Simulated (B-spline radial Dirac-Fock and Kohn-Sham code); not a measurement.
**Lu: eigenvalues, ΔSCF and the reference**

System: the free lutetium atom, 1s2 2s2 2p6 3s2 3p6 3d10 4s2 4p6 4d10 4f12 5s2 5p6 5d3 6s2 (not the ground configuration).

The density-functional columns are spherical, spin-unpolarised Dirac-Kohn-Sham results without Breit or QED terms: −ε is minus the orbital energy of the initial state and ΔSCF the difference of two total energies. The reference in the last column comes from Dirac-Fock ΔSCF + Breit + QED. All numbers are from a radial B-spline solver, in eV; a selection of levels is shown. The Kohn-Sham columns are given as differences from the reference. For the 1s level of heavy atoms much of the gap between ΔSCF and the reference is the Breit and QED part, -304.1 eV here; for other levels the error of the functional can be larger.

```
level  LDA −ε − DF  LDA ΔSCF − DF  Dirac-Fock
    K       -230.5         +291.6     63334.9
   L1       -152.9          -59.5     10904.2
   L2       -108.5          +12.0     10376.2
   L3       -119.9          -15.2      9271.5
   M1        -77.1          -51.3      2528.1
   M2        -60.4          -32.6      2296.5
   M3        -59.5          -34.2      2057.8
   M4        -38.3           -7.6      1669.7
   M5        -39.3           -9.6      1618.7
   N1        -39.1          -28.1       540.4
   N2        -31.6          -20.7       445.2
   N3        -31.7          -21.2       390.6
   N4        -19.4           -9.2       233.6
   N5        -19.5           -9.4       223.6
 N6,7         -5.5           +3.4       30.19
   O1         -9.9           -3.8       79.10
   O2         -5.3           +0.4       49.00
   O3         -5.5            0.0       41.26
 O4,5         -2.7           +1.4        6.76
   P1         -1.0           +2.1        6.35
```

Values without a named source are computed, but for edge energies of neutral atoms, which are taken from tables.
